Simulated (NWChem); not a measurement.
System meant: CH6GeSe; SMILES C[Se][GeH3]

Input file for NWChem:

```
start job
memory heap 200 mb stack 900 mb global 1100 mb
geometry units angstroms noautoz
  Se     0.423319     0.958227     0.010103
  C     -1.433464     1.574243    -0.003159
  H     -1.395724     2.671784    -0.003996
  H     -1.966314     1.234545     0.894831
  H     -1.954199     1.232968    -0.907647
  Ge    -0.030009    -1.346597     0.003822
  H      1.333744    -2.054106     0.021243
  H     -0.852853    -1.735514     1.248142
  H     -0.820784    -1.736606    -1.260815
end
basis spherical
  Se library def2-svp
  C library def2-svp
  H library def2-svp
  Ge library def2-svp
end
dft
  odft
  mult 2
  xc pbe0
  iterations 150
  mulliken
end
task dft energy
```

End of the output:

```
 ==============================================================================
                                 internuclear angles
 ------------------------------------------------------------------------------
        center 1       |       center 2       |       center 3       |  degrees
 ------------------------------------------------------------------------------
    2 C                |   1 Se               |   6 Ge               |    97.23
    1 Se               |   2 C                |   3 H                |   106.38
    1 Se               |   2 C                |   4 H                |   110.95
    1 Se               |   2 C                |   5 H                |   110.97
    3 H                |   2 C                |   4 H                |   109.06
    3 H                |   2 C                |   5 H                |   109.04
    4 H                |   2 C                |   5 H                |   110.33
    1 Se               |   6 Ge               |   7 H                |   106.29
    1 Se               |   6 Ge               |   8 H                |   110.39
    1 Se               |   6 Ge               |   9 H                |   110.45
    7 H                |   6 Ge               |   8 H                |   110.39
    7 H                |   6 Ge               |   9 H                |   110.37
    8 H                |   6 Ge               |   9 H                |   108.94
 ------------------------------------------------------------------------------
                            number of included internuclear angles:         13
 ==============================================================================

 Summary of "ao basis" -> "" (spherical)
 ------------------------------------------------------------------------------
       Tag                 Description            Shells   Functions and Types
 ---------------- ------------------------------  ------  ---------------------
 Se                         def2-svp                12       32   5s4p3d
 C                          def2-svp                 6       14   3s2p1d
 H                          def2-svp                 3        5   2s1p
 Ge                         def2-svp                12       32   5s4p3d

                                 NWChem DFT Module
                                 -----------------

 Summary of "ao basis" -> "ao basis" (spherical)
 ------------------------------------------------------------------------------
       Tag                 Description            Shells   Functions and Types
 ---------------- ------------------------------  ------  ---------------------
 Se                         def2-svp                12       32   5s4p3d
 C                          def2-svp                 6       14   3s2p1d
 H                          def2-svp                 3        5   2s1p
 Ge                         def2-svp                12       32   5s4p3d

  number of electrons :                   78
  multiplicity        :                    2
 ------------------------------------------------------------------------
  no. of electrons and multiplicity not compatible                  78
 ------------------------------------------------------------------------
 ------------------------------------------------------------------------
  current input line :
    27: task dft energy
 ------------------------------------------------------------------------
 ------------------------------------------------------------------------
 There is an error in the input file
 ------------------------------------------------------------------------
 For more information see the NWChem manual at https://nwchemgit.github.io

0: no. of electrons and multiplicity not compatible:Received an Error in Communication
```

### Question
Can this run be used? If not, why, and what is the fix?

### Answer
The program refused the input. Cause: the multiplicity doesn't fit the number of electrons (an even count wants an odd multiplicity, and the reverse). This input runs:
```
start job
memory heap 200 mb stack 900 mb global 1100 mb
geometry units angstroms noautoz
  Se     0.423319     0.958227     0.010103
  C     -1.433464     1.574243    -0.003159
  H     -1.395724     2.671784    -0.003996
  H     -1.966314     1.234545     0.894831
  H     -1.954199     1.232968    -0.907647
  Ge    -0.030009    -1.346597     0.003822
  H      1.333744    -2.054106     0.021243
  H     -0.852853    -1.735514     1.248142
  H     -0.820784    -1.736606    -1.260815
end
basis spherical
  * library def2-svp
end
dft
  xc pbe0
  iterations 150
  mulliken
end
task dft energy
```
It converges to -4519.09938 Ha (PBE0/def2-SVP).
